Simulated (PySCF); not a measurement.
Telling isomers of C8H11Cl apart by NMR

- geometry from GFN2-xTB
- PBE0/pcSseg-1 with gauge-including orbitals
- run in PySCF 2.14
- equivalent nuclei averaged, one computed conformer, isolated molecule, non-relativistic Hamiltonian

Chemical shifts δ = σref − σ; TMS for ¹H and ¹³C, all at this level. Where no couplings were computed, multiplicities follow the n + 1 count of equivalent neighbours, and m marks all less simple cases (inequivalent or close neighbours, rings, F or P nearby). Shifts are as computed. Against solution values, carbons near 30 ppm lie about +3 ppm off and those near 130 ppm about +5 ppm; carbons on Cl a further +6 ppm. Of 1309 compounds with measured shifts, 239 miss one by over three times the rms of a fit or turn the order of signals round; such compounds aren't used in these exercises. Carbons bonded to Cl come out too deshielded.

(1) Tabulate the signals of `CC1=C/C(=C/Cl)CCC1`, `C=CC(=C)C(=C)CCCl` and their relative energies.

(2) What is the quickest way to tell CC1=C/C(=C/Cl)CCC1 from C=CC(=C)C(=C)CCCl?

Answers

(1) 
| SMILES | carbon types | δC | δH | E rel. (kcal/mol) |
| --- | --- | --- | --- | --- |
| CC1=C/C(=C/Cl)CCC1 | 2×C 2×CH 3×CH2 1×CH3 | 147.3, 145.7, 128.7, 125.9, 34.6, 29.0, 27.3, 26.3 | 6.09 (s, 1H), 5.94 (s, 1H), 2.48 (m, 2H), 2.08 (m, 2H), 1.93 (s, 3H), 1.63 (m, 2H) | 0.0 |
| C=CC(=C)C(=C)CCCl | 2×C 1×CH 5×CH2 | 157.4, 152.1, 147.5, 124.7, 124.2, 123.5, 50.7, 49.3 | 6.78 (m, 1H), 5.69 (br s, 1H), 5.68 (m, 1H), 5.53 (m, 1H), 5.50 (m, 1H), 5.39 (m, 1H), 5.17 (br s, 1H), 3.41 (t, 2H), 2.69 (t, 2H) | 32.6 |

Energies are electronic energies at PBE0/pcSseg-1 on these geometries, without zero-point or thermal terms, each for the one conformer computed, which needn't be the lowest.

(2) Both give the same number of carbon signals, but DEPT or the intensities differ. The first has an allylic methyl carbon (CH3) at 27.3 ppm, the second a terminal =CH2 carbon at 124.7 ppm. Their most deshielded carbons lie at 147.3 and 157.4 ppm. In the proton spectra the most deshielded non-exchanging signals are 6.09 (s, 1H) and 6.78 (m, 1H).
